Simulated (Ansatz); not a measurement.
C6H9In (SMILES C=[CH][In]([CH]=C)[CH]=C), singlet, geometry from GFN2-xTB (such geometries of metal compounds can be far from the true shape) (all electrons, no relativity), with bond 9-7 at 1.4 times its length; SC-NEVPT2/STO-3G, CASSCF(2,4) run with Ansatz (a quantum-chemistry and plane-wave program).

Ansatz was given this input:
Ansatz 0.2 input:
```yaml
crystal:
  periodic: [false, false, false]
  atoms:
    - {symbol: In, position_ang: [0.12380852, 0.01024177, -0.13570427]}
    - {symbol: C, position_ang: [-1.83651069, 0.53703251, 0.79797559]}
    - {symbol: C, position_ang: [-2.10469993, 0.22078785, 2.05424356]}
    - {symbol: H, position_ang: [-2.58309504, 1.07954841, 0.22183544]}
    - {symbol: H, position_ang: [-3.04183140, 0.47540354, 2.54011322]}
    - {symbol: H, position_ang: [-1.39283738, -0.31454591, 2.67132275]}
    - {symbol: C, position_ang: [0.87883388, 1.22864355, -1.85762334]}
    - {symbol: C, position_ang: [0.24847801, 2.33266181, -2.22444185]}
    - {symbol: H, position_ang: [2.12872475, 0.79951856, -2.61574041]}
    - {symbol: H, position_ang: [0.57837484, 2.95803470, -3.04861104]}
    - {symbol: H, position_ang: [-0.64313312, 2.67487307, -1.71072816]}
    - {symbol: C, position_ang: [1.33218662, -1.70667936, 0.64108314]}
    - {symbol: C, position_ang: [0.77946949, -2.67066063, 1.35933257]}
    - {symbol: H, position_ang: [2.39304697, -1.76669897, 0.40421418]}
    - {symbol: H, position_ang: [1.33821370, -3.52391035, 1.73226577]}
    - {symbol: H, position_ang: [-0.27351382, -2.65739158, 1.61481487]}
basis:
  gaussian:
    orbitals: STO-3G
magnetization: {spin_polarized: false}
correlation: {method: sc_nevpt2, electrons: all, active_space: {window: {electrons: 2, orbitals: 4}}}
```

What the program printed (banner, timings and long lists left out):

```
Functional definition: HF
898 factors; integrals over basis functions are off by at most 6.9e-5 eV
mean field evaluation 1: about -160880.8538 eV, gradient 1.7e1 eV
mean field evaluation 2: about -160881.0077 eV, gradient 1.7e1 eV
mean field evaluation 4: about -160882.5149 eV, gradient 1.7e0 eV
mean field evaluation 8: about -160882.5210 eV, gradient 2.6e-4 eV
mean field -160882.52099710 eV, -5912.3235965540 hartree, gradient 2.9e-6 eV, S^2 0.000000; 0 other end points of the search recorded, 0 dependent functions left out; unrestricted orbitals would lower it
reference -160882.52099710 eV, -5912.3235965540 hartree; 47, 47 occupied and 19, 19 virtual orbitals, 898 factors
state -160883.65839790 eV, -5912.3653952626 hartree
state -160883.65839790 eV, -5912.3653952626 hartree; corrected -160893.80150586 eV, -5912.7381476046 hartree
state -160883.56421945 eV, -5912.3619342684 hartree
state -160883.56421945 eV, -5912.3619342684 hartree; corrected -160893.73828872 eV, -5912.7358244177 hartree
state -160883.65839790 eV, -5912.3653952626 hartree; corrected -160893.80150586 eV, -5912.7381476046 hartree
Total energy: -160893.80150586 eV, -5912.7381476046 hartree
```
